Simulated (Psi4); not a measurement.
C2H10AlNSSi (SMILES [CH3][Al]([CH3])[S][SiH2]N), singlet, at a GFN2-xTB geometry (such geometries of metal compounds can be far from the true shape); Psi4 with MP2/6-31G**.

Psi4 was given this input:
```
memory 2 GB

molecule {
0 1
  Si    1.91573616   -0.64637852    0.37427035
  N     1.98046143    0.78393432    1.33428425
  S    -0.13315568   -1.28943323    0.35738778
  Al   -1.24663575    0.39237447   -0.55746774
  C    -0.24292738    1.80953801   -1.53083263
  C    -3.20718233    0.23460625   -0.27419532
  H     2.40773333   -0.26160207   -0.94546843
  H     2.59828901   -1.83367253    0.88507789
  H     2.87863679    1.20366060    1.51231351
  H     1.41021805    0.82781259    2.16474952
  H     0.23343792    1.43736901   -2.44488926
  H     0.56012370    2.23751694   -0.92086256
  H    -0.89907511    2.63189624   -1.82873381
  H    -3.78112597    0.61143941   -1.12618321
  H    -3.49503737   -0.81213176   -0.12131174
  H    -3.55932267    0.78466851    0.60457718
}

set basis 6-31g**
set freeze_core true

energy('mp2')
print_variables()
```

What the program printed (banner, timings and long lists left out):

```
    SCF Algorithm Type (re)set to DF.

   => Loading Basis Set <=

    Name: 6-31G**
    Role: ORBITAL
    Keyword: BASIS

         ---------------------------------------------------------
                                   SCF
               by Justin Turney, Rob Parrish, Andy Simmonett
                          and Daniel G. A. Smith
                              RHF Reference
         ---------------------------------------------------------

  ==> Geometry <==

    Molecular point group: c1
    Full point group: C1

    Geometry (in Angstrom), charge = 0, multiplicity = 1:

       Center              X                  Y                   Z               Mass
    ------------   -----------------  -----------------  -----------------  -----------------
         SI           1.912956962870    -0.599456205552     0.362110960396    27.976926534650
         N            1.977682232870     0.830856634448     1.322124860396    14.003074004430
         S           -0.135934877130    -1.242510915552     0.345228390396    31.972071174400
         AL          -1.249414947130     0.439296784448    -0.569627129604    26.981538530000
         C           -0.245706577130     1.856460324448    -1.542992019604    12.000000000000
         C           -3.209961527130     0.281528564448    -0.286354709604    12.000000000000
         H            2.404954132870    -0.214679755552    -0.957627819604     1.007825032230
         H            2.595509812870    -1.786750215552     0.872918500396     1.007825032230
         H            2.875857592870     1.250582914448     1.500154120396     1.007825032230
         H            1.407438852870     0.874734904448     2.152590130396     1.007825032230
         H            0.230658722870     1.484291324448    -2.457048649604     1.007825032230
         H            0.557344502870     2.284439254448    -0.933021949604     1.007825032230
         H           -0.901854307130     2.678818554448    -1.840893199604     1.007825032230
         H           -3.783905167130     0.658361724448    -1.138342599604     1.007825032230
         H           -3.497816567130    -0.765209445552    -0.133471129604     1.007825032230
         H           -3.562101867130     0.831590824448     0.592417790396     1.007825032230

  Running in c1 symmetry.

  Rotational constants: A =      0.08909  B =      0.03589  C =      0.02926 [cm^-1]
  Rotational constants: A =   2670.89446  B =   1075.90448  C =    877.28759 [MHz]
  Nuclear repulsion =  420.569880209981363

  Charge       = 0
  Multiplicity = 1
  Electrons    = 72
  Nalpha       = 36
  Nbeta        = 36

  ==> Algorithm <==

  SCF Algorithm Type is DF.
  DIIS enabled.
  MOM disabled.
  Fractional occupation disabled.
  Guess Type is SAD.
  Energy threshold   = 1.00e-08
  Density threshold  = 1.00e-08
  Integral threshold = 1.00e-12

  ==> Primary Basis <==

  Basis Set: 6-31G**
    Blend: 6-31G**
    Number of shells: 72
    Number of basis functions: 152
    Number of Cartesian functions: 152
    Spherical Harmonics?: false
    Max angular momentum: 2

   => Loading Basis Set <=

    Name: (6-31G** AUX)
    Role: JKFIT
    Keyword: DF_BASIS_SCF

  ==> Integral Setup <==

  SCF_SUBTYPE=INCORE selected. In-core MEM_DF algorithm will be used.
  Using in-core AOs.

  ==> MemDFJK: Density-Fitted J/K Matrices <==

    J tasked:                   Yes
    K tasked:                   Yes
    wK tasked:                   No
    Algorithm:                 Core
    Schwarz Cutoff:           1E-12
    Mask sparsity (%):      12.8289
    Fitting Condition:        1E-10

   => Auxiliary Basis Set <=

  Basis Set: (6-31G** AUX)
    Blend: CC-PVDZ-JKFIT
    Number of shells: 270
    Number of basis functions: 883
    Number of Cartesian functions: 883
    Spherical Harmonics?: false
    Max angular momentum: 3

  Minimum eigenvalue in the overlap matrix is 6.5972153819E-03.
  Reciprocal condition number of the overlap matrix is 9.9567833725E-04.
    Using symmetric orthogonalization.

  ==> Pre-Iterations <==

  SCF Guess: Superposition of Atomic Densities via on-the-fly atomic UHF (no occupation information).

   -------------------------
    Irrep   Nso     Nmo
   -------------------------
     A        152     152
   -------------------------
    Total     152     152
   -------------------------

  ==> Iterations <==

                           Total Energy        Delta E     RMS |[F,P]|

   @DF-RHF iter SAD: -1063.08342663959638   -1.06308e+03   0.00000e+00
   @DF-RHF iter   1: -1064.26512010087117   -1.18169e+00   3.93350e-03 ADIIS/DIIS
   @DF-RHF iter   2: -1064.43208765028226   -1.66968e-01   1.86223e-03 ADIIS/DIIS
   @DF-RHF iter   3: -1064.46903106759464   -3.69434e-02   2.95020e-04 ADIIS/DIIS
   @DF-RHF iter   4: -1064.47102425660864   -1.99319e-03   1.07150e-04 ADIIS/DIIS
   @DF-RHF iter   5: -1064.47121206919564   -1.87813e-04   2.01054e-05 DIIS
   @DF-RHF iter   6: -1064.47122299700459   -1.09278e-05   4.51429e-06 DIIS
   @DF-RHF iter   7: -1064.47122366565395   -6.68649e-07   1.39264e-06 DIIS
   @DF-RHF iter   8: -1064.47122373101888   -6.53649e-08   4.17048e-07 DIIS
   @DF-RHF iter   9: -1064.47122373788193   -6.86305e-09   9.47969e-08 DIIS
   @DF-RHF iter  10: -1064.47122373826141   -3.79487e-10   2.25068e-08 DIIS
   @DF-RHF iter  11: -1064.47122373827733   -1.59162e-11   5.96240e-09 DIIS
  Energy and wave function converged.

  ==> Post-Iterations <==

    Orbital Energies [Eh]
    ---------------------

    Doubly Occupied:

[...]
    Virtual:

[...]
    Final Occupation by Irrep:
              A
    DOCC [    36 ]
    NA   [    36 ]
    NB   [    36 ]

  @DF-RHF Final Energy: -1064.47122373827733

   => Energetics <=

    Nuclear Repulsion Energy =            420.5698802099813634
    One-Electron Energy =               -2309.8656997211401176
    Two-Electron Energy =                 824.8245957728812527
    Total Energy =                      -1064.4712237382773310

Computation Completed

Properties will be evaluated at   0.000000,   0.000000,   0.000000 [a0]

Properties computed using the SCF density matrix

 Multipole Moments:

 ------------------------------------------------------------------------------------
     Multipole            Electronic (a.u.)      Nuclear  (a.u.)        Total (a.u.)
 ------------------------------------------------------------------------------------

 L = 1.  Multiply by 2.5417464519 to convert [e a0] to [Debye]
 Dipole X            :          0.7845658           -0.3781383            0.4064276
 Dipole Y            :         -5.4802862            6.3842631            0.9039769
 Dipole Z            :          1.7840463           -1.6544102            0.1296362
 Magnitude           :                                                    0.9995815

 ------------------------------------------------------------------------------------

  //>>>>>>>>>>>>>>>>>>>>>>>>>>>>>>>>>>>//
  //               DFMP2               //
  //<<<<<<<<<<<<<<<<<<<<<<<<<<<<<<<<<<<//

   => Loading Basis Set <=

    Name: (6-31G** AUX)
    Role: RIFIT
    Keyword: DF_BASIS_MP2

	 --------------------------------------------------------
	                          DF-MP2
	      2nd-Order Density-Fitted Moller-Plesset Theory

	        Rob Parrish, Justin Turney, Andy Simmonett,
	           Ed Hohenstein, and C. David Sherrill
	 --------------------------------------------------------

   => Auxiliary Basis Set <=

  Basis Set: (6-31G** AUX)
    Blend: CC-PVDZ-RI
    Number of shells: 186
    Number of basis functions: 536
    Number of Cartesian functions: 618
    Spherical Harmonics?: true
    Max angular momentum: 3

	 --------------------------------------------------------
	                 NBF =   152, NAUX =   536
	 --------------------------------------------------------
	   CLASS    FOCC     OCC    AOCC    AVIR     VIR    FVIR
	   PAIRS      18      36      18     116     116       0
	 --------------------------------------------------------

	-----------------------------------------------------------
	 ==================> DF-MP2 Energies <====================
	-----------------------------------------------------------
	 Reference Energy          =   -1064.4712237382773310 [Eh]
	 Singles Energy            =      -0.0000000000000000 [Eh]
	 Same-Spin Energy          =      -0.1661716099254654 [Eh]
	 Opposite-Spin Energy      =      -0.5755824073158980 [Eh]
	 Correlation Energy        =      -0.7417540172413635 [Eh]
	 Total Energy              =   -1065.2129777555187502 [Eh]
	-----------------------------------------------------------
	 ================> DF-SCS-MP2 Energies <==================
	-----------------------------------------------------------
	 SCS Same-Spin Scale       =       0.3333333333333333 [-]
	 SCS Opposite-Spin Scale   =       1.2000000000000000 [-]
	 SCS Same-Spin Energy      =      -0.0553905366418218 [Eh]
	 SCS Opposite-Spin Energy  =      -0.6906988887790776 [Eh]
	 SCS Correlation Energy    =      -0.7460894254208994 [Eh]
	 SCS Total Energy          =   -1065.2173131636982362 [Eh]
	-----------------------------------------------------------

  Variable Map:
  ----------------------------------------------------------------------------
[...]
  Array Variable Map:
  ----------------------------------------------------------------------------
[...]
[...]
```
